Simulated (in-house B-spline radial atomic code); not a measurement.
Results of a calculation; reference values are marked as such.
# Si in an electron gas of r_s = 1.5: phase shifts, screening and friction

A nucleus sits in a uniform electron gas with a rigid positive background. The Kohn-Sham equations are solved self-consistently in the spin-unpolarised LDA (PW92), non-relativistic, on B-splines with outgoing waves at the boundary and partial waves to l = 8. The model has no lattice, no bands and no magnetic solution. Atomic units; δ_l are the phase shifts at the Fermi level, counted so that each bound state adds π, and good to about 0.0005.

The density parameter is r_s = 1.5 bohr.

| l | δ_l (rad) |
| --- | --- |
| 0 | 6.3510 |
| 1 | 3.9111 |
| 2 | 0.5959 |
| 3 | 0.0898 |
| 4 | 0.0221 |
| 5 | 0.0061 |
| 6 | 0.0017 |
| 7 | 0.0005 |
| 8 | 0.0001 |

Bound levels below the band bottom (hartree): s -64.35, s -4.352, p -2.784, s -0.008497.

Task: Check the Friedel sum rule, and say where the screening charge sits.

Result: k_F = (9π/4)^(1/3)/r_s = 1.27944. The rule is Z = (2/π) Σ (2l + 1) δ_l. The terms are s 4.043, p 7.470, d 1.897, f 0.400 and 0.189 beyond, in all 13.999 against Z = 14. Bound states hold 6 s, 6 p, 0 d electrons, so the scattering states carry 2.00 in all; where a term is smaller than its bound count, the bound level has drawn weight out of the band.

Task: Find the transport cross section and the electronic stopping of a 10 keV Si ion (mass 28.09 u).

Result: σ_tr = (4π/k_F²) Σ (l + 1) sin²(δ_l − δ_(l+1)). The terms for l = 0 to 3 are 0.4167, 0.0597, 0.7050, 0.0183, all together 1.2011, so σ_tr = 7.677 × 1.2011 = 9.220 bohr². With n = 3/(4π r_s³) = 0.07074, the friction coefficient is Q = n k_F σ_tr = 0.8344. For v well below v_F = 1.279, dE/dx = Q v; with 24801 eV per u at v = 1, v = √(10000/(24801 × 28.09)) = 0.1198, so dE/dx = 0.09997 hartree/bohr = 51.4 eV/nm. The largest term couples the d and f waves.
